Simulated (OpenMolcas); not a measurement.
# Rh II: effect of the active space

- Program: OpenMolcas
- Method: CASSCF
- Basis: ANO-R3
- Scalar Hamiltonian: X2C, finite nucleus
- Spin-orbit coupling: RASSI with atomic mean-field integrals over the reference wave functions, term energies averaged over their components

A. 8 electrons in 5 orbitals (4d); 2S+1 = 3 even, 10 roots; 2S+1 = 1 even, 15 roots; cost about 13 core-seconds
B. 8 electrons in 6 orbitals (4d 5s); 2S+1 = 3 even, 55 roots; 2S+1 = 5 even, 10 roots kept (CI in the orbitals of an earlier block); 2S+1 = 1 even, 43 roots kept (CI in the orbitals of an earlier block); cost about 120 core-seconds

Energies in cm⁻¹ above 4d⁸ ³F₄, the measured ground level; measured values from NIST Handbook of Basic Atomic Spectroscopic Data.

```csv
Level,A,B,Measured
4d⁸ ³F₄,0.0,0.0,0.0
4d⁸ ³F₃,2382,2518,2401
4d⁸ ³F₂,3746,3916,3581
4d⁸ ³P₁,15091,13549,10515
4d⁸ ³P₀,15385,13939,10761
4d⁸ ¹G₄,18690,18514,14855
```

Deviations, from unrounded energies. A percentage is the sum of absolute deviations over the sum of measured energies, with the sign that they share, or ± where signs differ.

```csv
Against measurement,Levels,A,B
mean absolute deviation (cm-1),5,2600,2100
fine structure of the ground term (%),2,±3.1,+7.6
other terms of the ground configuration (%),3,+36.1,+27.3
```

B lies closest to measurement on these levels. The largest miss of B in the table is 4d⁸ ¹G₄, by +3700 cm-1. The ranking rests on the paired levels alone, and a cruder setting can come out closer through cancelling errors.

Between A and B the level of the table that moves most is 4d⁸ ³P₁, by 1500 cm-1 (lowest in B, highest in A).

Without dynamic correlation excited terms often stand tens of per cent too high (terms of higher spin than the ground term too low), and those without a measured partner can miss by more than the paired ones. Configurations with an s electron lie low at this charge and mix in, so terms can be misplaced (holds for A). Terms from blocks run as CI alone lack orbitals of their own (holds for B). Computed and measured levels are paired by configuration, term and J; levels that our copy of the source lacks, or whose pairing is in doubt (as where it misses far off the trend of its configuration), stay unpaired and out of the deviations. Levels of configurations outside the active space are missing. The table leaves out levels that lie high or whose names do not pair safely across all columns.
